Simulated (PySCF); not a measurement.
**How methods differ on the ionisation energy of In**

In [Kr] 4d10 5s2 5p1 (2P) → In⁺ [Kr] 4d10 5s2 (1S), as a difference of total energies. All numbers are calculated (PySCF 2.14, scalar relativity through the core potential, in cc-pVTZ-PP with ECP28MDF (5s4p3d1f, 39 functions)). Correlated levels: valence: 4s2 4p6 4d10 frozen. The calculations carry no spin-orbit coupling.

```json
{"method": "UHF", "ionisation energy (eV)": "5.213", "error (eV)": "-0.390"}
{"method": "LDA", "ionisation energy (eV)": "5.711", "error (eV)": "+0.108"}
{"method": "r2SCAN", "ionisation energy (eV)": "5.705", "error (eV)": "+0.102"}
{"method": "MP2 (valence)", "ionisation energy (eV)": "5.394", "error (eV)": "-0.209"}
{"method": "SCS-MP2 (valence)", "ionisation energy (eV)": "5.378", "error (eV)": "-0.225"}
{"method": "CCSD (valence)", "ionisation energy (eV)": "5.451", "error (eV)": "-0.152"}
{"method": "CCSD(T) (valence)", "ionisation energy (eV)": "5.472", "error (eV)": "-0.131"}
```

Reference: 5.603 eV (measured; NIST levels, between the centres of gravity of the two terms).

Errors of the correlated levels include the incompleteness of this basis and the frozen core.
